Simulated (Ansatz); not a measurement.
Reaction (ligand exchange at a Ga–C bond): `B[CH]([GaH2])[SiH2]F` + `C[SeH]` → `C[Se][GaH2]` + `BC[SiH2]F`

Gas-phase electronic energies from Ansatz, PBE0-D4/def2-TZVP geometries. CCSD(T)/CBS is the MP2 limit (def2-TZVPP, def2-QZVPP) plus CCSD(T) − MP2 in def2-TZVPP, frozen cores. DFT in def2-TZVPP. For Ga, Se outer-core shells are correlated without core-valence functions, which leaves a few kJ/mol of doubt a bond. Scalar relativity is left out up to krypton. Each species was taken in one conformer, which may not be the lowest.

| level | ΔE (kJ/mol) | difference from CCSD(T)/CBS |
| --- | --- | --- |
| PBE-D4 | -84.8 | -4.4 |
| PBE0-D4 | -85.2 | -4.8 |
| ωB97X-V | -82.9 | -2.5 |
| r2SCAN | -88.5 | -8.1 |
| PBE0 | -88.2 | -7.8 |
| SCS-MP2/def2-TZVPP | -79.5 | 0.9 |
| CCSD/def2-TZVPP | -80.1 | 0.3 |
| CCSD(T)/def2-TZVPP | -78.2 | 2.2 |
| MP2/def2-QZVPP | -79.5 | 0.9 |
| CCSD/CBS(def2) | -82.4 | -2.0 |
| CCSD(T)/CBS | -80.4 | 0 |

Largest T1 diagnostic among the species: 0.013.

The D4 term adds +5.5 kJ/mol with B3LYP and +3.0 kJ/mol with PBE0; it sums over pairs of atoms, weighted by their polarisabilities, and B3LYP, whose exchange is more repulsive, gets the larger term. In def2-TZVPP, CCSD(T) changes the Hartree–Fock value by +21.1 kJ/mol (the triples alone add +1.9 kJ/mol) and MP2 by +20.8 kJ/mol.

B3LYP here is the variant with VWN-RPA as its local correlation; programs differ in this.
